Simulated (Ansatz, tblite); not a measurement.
Forces on W₄Se₈⁻ at its PBE-D4/def2-SVP geometry. Total charge -1; doublet.

In the def2 sets W takes a core potential; there is no spin–orbit coupling. The xTB rows come from tblite. Single mean-field runs in def2-TZVP are fitted with def2-universal-jkfit. The structure comes from a short search, and lower isomers may exist.

GFN1-xTB (tblite), largest force 4.46 eV/Å:

```xyz
12
positions Å, forces eV/Å
W     1.688   -0.014   -0.895    4.354   -0.661    0.693
W    -0.728    0.424   -1.481   -4.177    0.740   -1.146
W    -0.282   -1.280    0.619   -0.259   -1.269    0.551
W     0.174    1.360    0.984    0.178    1.356    0.729
Se    1.921   -2.315   -0.127   -0.269    0.768   -0.087
Se   -0.350    1.770    3.199    0.213    0.034   -0.849
Se    2.570    1.793    0.532   -0.667   -0.518   -0.306
Se    1.061    0.546   -3.224   -0.120   -0.163    1.054
Se   -0.599   -1.946    2.811    0.089   -0.053   -0.704
Se   -2.704   -0.843   -0.189    0.733   -0.531   -0.816
Se   -1.361    2.618   -0.487    0.443   -0.579    0.063
Se   -1.389   -2.113   -1.742   -0.517    0.876    0.817
```

GFN2-xTB (tblite), largest force 1.61 eV/Å:

```
W 1.597 -0.150 -0.058
W -1.408 0.239 -0.717
W -0.058 -0.113 0.576
W -0.136 0.641 0.679
Se 0.006 -0.293 0.098
Se 0.150 0.180 -0.651
Se 0.106 0.265 0.120
Se 0.368 0.109 -0.127
Se 0.011 -0.453 -0.436
Se -0.297 -0.693 -0.155
Se 0.172 0.454 0.316
Se -0.511 -0.185 0.356
```

PBE-D4/def2-TZVP (Ansatz), largest force 0.36 eV/Å:

```
W -0.229 0.047 0.168
W 0.066 -0.168 0.315
W 0.001 0.190 -0.221
W 0.054 -0.123 -0.236
Se -0.046 0.139 -0.026
Se 0.020 -0.003 -0.060
Se -0.115 -0.099 -0.067
Se -0.003 -0.020 0.153
Se -0.002 -0.007 -0.064
Se 0.238 -0.055 -0.125
Se 0.069 -0.105 -0.004
Se -0.053 0.203 0.166
```
